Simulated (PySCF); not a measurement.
Some computed properties have been withheld. Give your best values.

Compound: CH7ClF2Si3.
InChI=1S/CH7ClF2Si3/c2-1(3,4)6-7-5/h6-7H2,5H3

Conformer (atom-mapped SMILES and torsion angles): `[F:1][C:2]([F:3])([Cl:4])[SiH2:5][SiH2:6][SiH3:7]`: F1–C2–Si5–Si6 58°, C2–Si5–Si6–Si7 52°.

```tsv
property	level	value
point group of the GFN2-xTB geometry	GFN2-xTB	C1
rotational constants A, B, C of the GFN2-xTB geometry	GFN2-xTB	1.671, 0.779, 0.624 GHz
dipole moment	CAM-B3LYP/def2-SVPD	2.56 D
HOMO energy	CAM-B3LYP/def2-SVPD	?
LUMO energy	CAM-B3LYP/def2-SVPD	?
lowest singlet excitation	TDDFT CAM-B3LYP/def2-SVPD	?
lowest triplet excitation (Tamm–Dancoff)	TDA CAM-B3LYP/def2-SVPD	5.94 eV
static isotropic polarisability	CAM-B3LYP/def2-SVPD	?
electronic spatial extent ⟨r²⟩ about the centre of nuclear charge	CAM-B3LYP/def2-SVPD	?
13C chemical shifts (computed TMS as zero) by class	GIAO PBE0/pcSseg-1	?
1H chemical shifts (computed TMS as zero) by class	GIAO PBE0/pcSseg-1	?
isotropic shieldings of nuclei other than C and H, by class	GIAO PBE0/pcSseg-1	228 (2 F), 399 (1 Si), 460 (1 Si), 482 (1 Si), 580 (1 Cl) ppm
```

Electronic properties: PySCF, gas phase, density fitting. One conformer (not necessarily the lowest) at the GFN2-xTB geometry, without solvent or vibrations. NMR classes are plain means over equivalent atoms (diastereotopic ones count apart unless rotation or inversion swaps them), as if these changed places fast; in this geometry the members of some classes differ.

Q: Give the lowest singlet excitation.

A: 6.95 eV (178 nm, f = 0.192).

Q: The 13C chemical shifts (computed TMS as zero) by class?

A: 147.7 (1 C) ppm.

Q: The HOMO energy?

A: -10.04 eV.

Q: The static isotropic polarisability?

A: 114.0 au.

Q: The LUMO energy?

A: 0.00 eV.

Q: The 1H chemical shifts (computed TMS as zero) by class?

A: 4.38 (2 H), 3.77 (3 H), 3.45 (2 H) ppm.

Q: The electronic spatial extent ⟨r²⟩ about the centre of nuclear charge?

A: 1838 bohr².

A dipole of 2.56 D is allowed in C1, and pure rotational transitions are dipole-allowed. The 8 singlets span 6.95 to 7.94 eV, and their oscillator strengths add up to 0.39. The polarisability is 16.89 Å³ as a volume (1 au = 0.148185 Å³), or 1.27 au for each of the 90 electrons. The principal polarisabilities are 94.5, 114.1 and 133.4 au; their mean is the isotropic value. No computed singlet falls in the visible range (750 to 380 nm, 1.65 to 3.26 eV); S1 lies 3.69 eV above its blue end. The rotational constants make it an asymmetric top with κ = (2B − A − C)/(A − C) = -0.70, nearer the prolate limit (−1).

For the TDDFT job (CAM-B3LYP/def2-SVPD), hardware: one thread of an Arm Neoverse N1, shared host with 64 logical CPUs at a one-minute load of 44. Cost: 1.7 min of wall time (with the writing of density and orbital grids), 1.0 GiB resident at most.
